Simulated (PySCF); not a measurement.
## Radial density of Ar³⁺ (argon, charge +3)

UHF, [Ne] 3s2 3p3, high-spin 4S determinant. Calculation: PySCF 2.14, in dyall-av2z; no relativity, point nucleus.

```
r (bohr)  4πr²ρ (e/bohr)  4πr²(ρα − ρβ)
 0.00164          0.1224         0.0000
 0.00276          0.3320         0.0000
 0.00463          0.8792         0.0001
 0.00780           2.219         0.0002
  0.0131           5.191         0.0006
  0.0221           10.66         0.0027
  0.0371           17.68         0.0134
  0.0624           20.85         0.0639
   0.105           16.28         0.2455
   0.177           15.58         0.5809
   0.297           21.04         0.5037
   0.499           11.19        -0.0315
   0.840           4.048         1.5618
    1.41           3.885         2.3116
    2.38          0.5442         0.3618
    4.00        0.007313         0.0064
    6.72       9.683e-05         0.0001
```

Problem. Where is the radial spin density 4πr²(ρα − ρβ) most negative, and why is it negative at all?

Solution. Around r = 0.499 bohr, down to -0.0315 e/bohr: exchange with the open shell polarises the paired shells in an unrestricted calculation.
